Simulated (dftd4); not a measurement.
C4H10Ga, charge +1, singlet, geometry from GFN2-xTB (such geometries of metal compounds can be far from the true shape); D4 for pbe (dftd4 4.2.0).

Input for dftd4:
```
$ dftd4 mol.xyz --func pbe --charge 1 --json dftd4.json --noedisp --property

# file mol.xyz
15

Ga    -0.06165786     0.01176005     0.13691187
C      1.66909608    -0.90750982     0.97669008
C      1.78074598    -2.36640149     0.56561244
H      1.56043898    -0.79232305     2.06129048
H      2.51939496    -0.31357011     0.62240419
H      1.87194044    -2.47910199    -0.51618546
H      0.92989129    -2.95379643     0.91461952
H      2.67964241    -2.78814035     1.01681932
C     -1.79398570     0.94519176    -0.68341230
C     -1.45537834     2.29066249    -1.30409025
H     -2.49524523     1.04233967     0.15336149
H     -2.19064808     0.23896438    -1.42173093
H     -0.74454729     2.19248551    -2.12653161
H     -1.05381448     2.98882992    -0.56776613
H     -2.36852758     2.72809334    -1.70934893
```

Output, abridged:

```
                    ____  _____ _____     ____  _  _
      -------------|  _ \|  ___|_   _|---|  _ \| || |------------
     |             | | | | |_    | | ___ | | | | || |_           |
     |             | |_| |  _|   | ||___|| |_| |__   _|          |
     |             |____/|_|     |_|     |____/   |_|            |
     |             ===================================           |
     |            E. Caldeweyher, S. Ehlert & S. Grimme          |
     |          Mulliken Center for Theoretical Chemistry        |
     |                    University of Bonn                     |
      -----------------------------------------------------------

Rational (Becke-Johnson) damping: pbe-D4-ATM
---------------------
  s6         1.0000
  s8         0.9595
  s9         1.0000
  a1         0.3857
  a2         4.8069
 alp        16.0000
--------------------

Atomic data, radii in Ångström:
------------------------------------------------------
   Z          R(cov)      r4/r2   hardness         EN
------------------------------------------------------
  31 Ga       1.4933     3.2394     0.3076     1.8100
   6 C        1.0000     1.6431     0.4220     2.5500
   1 H        0.4267     1.0622     0.4726     2.2000
------------------------------------------------------

Atomic reference systems (in atomic units):
----------------------------------------------------------------------------
   Z        #      CN     q+Z       C6(AA)   #      CN     q+Z       C6(AA)
----------------------------------------------------------------------------
  31 Ga     1  0.0000 31.0000     493.8971   2  0.8882 31.0287     423.7069
            3  1.7872 31.0451     253.8416
   6 C      1  0.0000  6.0000      49.3833   2  0.9189  5.8288      52.1688
            3  1.9079  5.8579      35.6972   4  2.8312  5.7775      35.8445
            5  3.7487  5.7435      28.6317   6  2.9183  5.8956      32.2504
            7  0.8556  6.2103      25.6194
   1 H      1  0.0000  1.0000       7.6362   2  0.8942  1.0000       3.0374
----------------------------------------------------------------------------

Atomic properties (in atomic units):
----------------------------------------------------------------------------
     #    Z              CN          q      C6(AA)        C8(AA)   alpha(0)
----------------------------------------------------------------------------
     1   31 Ga       1.6613     0.3620    248.6285    27950.3581    34.6905
     2    6 C        3.6445    -0.2006     27.7118      801.4742     7.6485
     3    6 C        3.7576    -0.1917     27.1923      786.4492     7.5239
     4    1 H        0.9238     0.1405      1.4580       17.6243     1.8883
     5    1 H        0.9238     0.1394      1.4659       17.7199     1.8934
     6    1 H        0.9243     0.1392      1.4672       17.7356     1.8942
     7    1 H        0.9244     0.1400      1.4611       17.6622     1.8903
     8    1 H        0.9244     0.1523      1.3763       16.6377     1.8346
     9    6 C        3.6446    -0.2006     27.7106      801.4389     7.6483
    10    6 C        3.7580    -0.1918     27.1948      786.5199     7.5242
    11    1 H        0.9238     0.1405      1.4575       17.6190     1.8880
    12    1 H        0.9238     0.1395      1.4647       17.7056     1.8926
    13    1 H        0.9243     0.1391      1.4677       17.7421     1.8946
    14    1 H        0.9244     0.1399      1.4622       17.6756     1.8910
    15    1 H        0.9245     0.1523      1.3761       16.6352     1.8345
----------------------------------------------------------------------------

Molecular properties (in atomic units):
----------------------------------------
 molecular C6                2318.9514
 molecular C8              100588.6004
----------------------------------------

Dispersion energy:      -8.5164814874296E-03 Eh

[Info] JSON dump of results written to 'dftd4.json'
```
